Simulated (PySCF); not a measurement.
Name the molecule from its bond curve

A diatomic of charge +1 contains K. Its triplet curve at PBE0 in a double-zeta basis (no relativity, PySCF), in eV from the separated fragments:

(R (Å), E (eV)): (2.875, -0.186), (3.009, -0.282), (3.142, -0.330), (3.243, -0.345), (3.343, -0.349), (3.443, -0.343), (3.577, -0.329), (3.744, -0.303), (3.945, -0.268), (4.212, -0.223)

The fit gives ωe = 116 cm⁻¹ and the rotational constant Bₑ = 0.08681 cm⁻¹.

**Question.** Which atom is the partner?

**Answer.** The minimum lies at 3.325 Å, so the reduced mass is 16.8576 u Å² cm⁻¹/(Bₑ·Re²) = 17.56 u. With K at 38.96 u the partner weighs about 32.0 u: S. The molecule is KS⁺.

The state was picked by a PBE0 search and need not be the measured ground state.
